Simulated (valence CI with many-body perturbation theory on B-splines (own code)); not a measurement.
Re⁷⁰⁺: E2, E3, M1, M2 decay

Method: relativistic CI+MBPT: three valence electrons over a frozen Dirac-Fock core [He], radial functions for each j: 11 s, 11 p, 10 d, 8 f, 5 g, 2 h, with the one-electron correlation potential Σ1, the two-electron term Σ2, the three-electron term Σ3, Breit, model QED; selected CI, second order for the rest, scaled by the run's own slope (own B-spline code, finite nucleus).

The last digits are not significant, and no measured levels were compared; by estimate large intervals hold to a few tenths of a per cent, small ones and those within an open d or f shell to about a per cent.

Lines 1 to 46 of 46 in falling wavelength, among levels below 1169.5 Ry, chosen from the decays that carry over 1 % of a level's rate. Wavelengths and rates use the calculated energies. Electric multipoles are in the length gauge, E1 and E2 with the static RPA response of the core. Weak lines are less certain than strong ones. Lines between different terms over intervals too small for the method are left out, as are lines whose strength nearly cancels. The highest levels of a list are the least certain.

Levels are named by their leading jj configuration (3d3/2^4 stands for four electrons in 3d with j = 3/2), which in mixed levels can hold well under half, so a name can repeat and another be missing. Letters in brackets count levels of one name in rising energy.

```csv
λ vac (nm),Upper,Lower,Type,A (s⁻¹),Branch %
0.8413,(2s 2p1/2 2p3/2) J=3/2 [a],(2s 2p1/2^2) J=1/2,M1,1.83e+10,13.4
0.8188,(2s 2p3/2 3d5/2) J=9/2,(2s 2p1/2 3d5/2) J=7/2,M1,1.68e+10,7.7
0.8185,(2s 2p1/2 2p3/2) J=5/2,(2s 2p1/2^2) J=1/2,E2,1.16e+08,1.3
0.7970,(2s^2 2p3/2) J=3/2,(2s^2 2p1/2) J=1/2,M1,1.67e+10,27.6
0.1308,(2s 2p1/2 3p1/2) J=1/2 [a],(2s 2p1/2 2p3/2) J=3/2 [a],E2,2.63e+12,1.2
0.1304,(2s^2 3p1/2) J=1/2,(2s^2 2p3/2) J=3/2,E2,3.33e+12,27.6
0.1263,(2s 2p3/2 3p3/2) J=7/2,(2s 2p3/2^2) J=3/2,E2,1.10e+11,2.1
0.1249,(2s 2p3/2 3p3/2) J=7/2,(2s 2p3/2^2) J=5/2,E2,1.16e+12,22.5
0.1247,(2s 2p3/2 3p3/2) J=1/2 [b],(2s 2p3/2^2) J=3/2,E2,2.02e+12,8.2
0.1244,(2s^2 3p3/2) J=3/2,(2s^2 2p3/2) J=3/2,E2,1.68e+12,10.5
0.1233,(2s 2p3/2 3p3/2) J=1/2 [b],(2s 2p3/2^2) J=5/2,E2,6.45e+11,2.6
0.1227,(2s 2p3/2 3d5/2) J=9/2,(2s 2p3/2^2) J=5/2,M2,9.48e+10,43.5
0.1227,(2s 2p3/2 3d5/2) J=9/2,(2s 2p3/2^2) J=5/2,E3,5.84e+09,2.7
0.1082,(2s 2p3/2 3p3/2) J=7/2,(2s 2p1/2 2p3/2) J=5/2,E2,8.40e+11,16.3
0.1082,(2s 2p1/2 3p3/2) J=5/2,(2s 2p1/2^2) J=1/2,E2,1.89e+12,1.4
0.1078,(2s 2p3/2 3p3/2) J=7/2,(2s 2p1/2 2p3/2) J=3/2 [a],E2,1.37e+12,26.7
0.1077,(2s 2p3/2 3p3/2) J=1/2 [b],(2s 2p1/2 2p3/2) J=3/2 [b],E2,1.92e+12,7.8
0.1076,(2s^2 3p3/2) J=3/2,(2s^2 2p1/2) J=1/2,E2,2.08e+12,13.1
0.1065,(2s 2p3/2 3d5/2) J=9/2,(2s 2p1/2 2p3/2) J=5/2,M2,3.83e+10,17.6
0.1065,(2s 2p3/2 3d5/2) J=9/2,(2s 2p1/2 2p3/2) J=5/2,E3,5.55e+09,2.5
0.1062,(2s 2p3/2 3d5/2) J=9/2,(2s 2p1/2 2p3/2) J=3/2 [a],E3,1.13e+10,5.2
0.1056,(2p1/2 2p3/2 3d3/2) J=5/2 [a],(2s 2p1/2 2p3/2) J=1/2,E2,3.43e+12,1.5
0.1055,(2p1/2 2p3/2 3d3/2) J=7/2,(2s 2p1/2 2p3/2) J=3/2 [b],E2,5.00e+12,8.4
0.1052,(2s 2p1/2 3d3/2) J=5/2,(2s^2 2p1/2) J=1/2,E2,6.77e+12,2.1
0.1051,(2p1/2^2 3d3/2) J=3/2,(2s 2p1/2^2) J=1/2,E2,1.08e+13,3.4
0.1048,(2p1/2 2p3/2 3d3/2) J=7/2,(2s 2p1/2 2p3/2) J=5/2,E2,4.85e+12,8.1
0.1046,(2p1/2 2p3/2 3d3/2) J=3/2 [a],(2s 2p1/2 2p3/2) J=3/2 [a],E2,7.60e+12,1.3
0.1046,(2p1/2 2p3/2 3d3/2) J=5/2 [a],(2s 2p1/2 2p3/2) J=3/2 [a],E2,4.86e+12,2.2
0.1046,(2p1/2 2p3/2 3d3/2) J=1/2 [a],(2s 2p1/2 2p3/2) J=3/2 [a],E2,9.87e+12,3.1
0.1045,(2p3/2^2 3d5/2) J=7/2,(2s 2p3/2^2) J=3/2,E2,4.25e+12,14.1
0.1045,(2p1/2 2p3/2 3d3/2) J=7/2,(2s 2p1/2 2p3/2) J=3/2 [a],E2,1.04e+12,1.8
0.1040,(2s 2p3/2 3d5/2) J=3/2 [a],(2s^2 2p3/2) J=3/2,E2,1.77e+13,1.1
0.1038,(2p1/2 2p3/2 3d5/2) J=9/2,(2s 2p1/2 2p3/2) J=5/2,E2,1.15e+13,57.5
0.1036,(2p1/2 2p3/2 3d5/2) J=7/2 [a],(2s 2p1/2 2p3/2) J=3/2 [a],E2,1.03e+13,15.8
0.1035,(2p3/2^2 3d5/2) J=7/2,(2s 2p3/2^2) J=5/2,E2,7.12e+12,23.6
0.1035,(2p3/2^2 3d5/2) J=9/2,(2s 2p3/2^2) J=5/2,E2,1.16e+13,39.4
0.1035,(2s 2p3/2 3d5/2) J=7/2 [b],(2s^2 2p3/2) J=3/2,E2,7.09e+12,1.1
0.09218,(2p1/2^2 4f7/2) J=7/2,(2p1/2^2 2p3/2) J=3/2,E2,7.48e+12,2.1
0.09216,(2s 2p1/2 4f7/2) J=7/2 [b],(2s 2p1/2 2p3/2) J=3/2 [b],E2,4.38e+12,1.2
0.09215,(2s 2p1/2 4f7/2) J=5/2,(2s 2p1/2 2p3/2) J=1/2,E2,5.16e+12,1.4
0.09165,(2s 2p1/2 4f7/2) J=9/2,(2s 2p1/2 2p3/2) J=5/2,E2,7.33e+12,2.0
0.09160,(2s 2p1/2 4f7/2) J=7/2 [a],(2s 2p1/2 2p3/2) J=3/2 [a],E2,5.51e+12,1.5
0.09147,(2s^2 4f7/2) J=7/2,(2s^2 2p3/2) J=3/2,E2,7.41e+12,2.0
0.08255,(2s 2p1/2 4f5/2) J=5/2 [b],(2s 2p1/2^2) J=1/2,E2,4.19e+12,1.1
0.08255,(2s 2p1/2 4f5/2) J=3/2,(2s 2p1/2^2) J=1/2,E2,7.32e+12,1.9
0.08219,(2s^2 4f5/2) J=5/2,(2s^2 2p1/2) J=1/2,E2,5.77e+12,1.5
```
